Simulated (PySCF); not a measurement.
## Dipole response of Si⁺ (silicon, charge +1)

[Ne] 3s2 3p1, 2P determinant. Computed with PySCF 2.14 in dyall-acv3z (19s12p6d4f, 113 functions), with no relativity, point nucleus. Coupled (time-dependent) response in atomic units; α is the mean over directions.

| method | mean α (bohr³) | α xx, yy, zz | C₆ (like pair) | S(−4) |
| --- | --- | --- | --- | --- |
| UHF | 19.55 | 19.15, 20.34, 19.15 | 105.0 | 156.2 |
| PBE | 19.12 | 18.46, 20.45, 18.46 | 101.0 | 151.0 |
| PBE0 | 19.09 | 18.55, 20.18, 18.55 | 101.1 | 148.7 |
| wB97X-V | 19.16 | 18.72, 20.03, 18.72 | 101.7 | 149.1 |

S(−4) is the Cauchy moment in α(ω) = α(0) + S(−4) ω² + …

α(iu) at PBE:

```
u (hartree)  α(iu) (bohr³)
          0          19.12
     0.0500          18.75
      0.100          17.73
      0.200          14.60
      0.300          11.35
      0.500          6.729
      0.750          3.839
       1.00          2.455
       1.50          1.275
       2.00         0.8069
       3.00         0.4371
       5.00         0.2106
```

A single London oscillator, α(iu) = α/(1 + u²/ω²), gives C₆ = (3/4) ω α². Matching the computed C₆ needs ω = 4 × 101.0 / (3 × 19.12²) = 0.368 hartree.

For an ion, C₆ is the dispersion term alone; charge-induced terms of lower order in 1/R come first.

The components differ because the open shell of this determinant is not spherical; for a pure term their mean is the scalar polarisability.
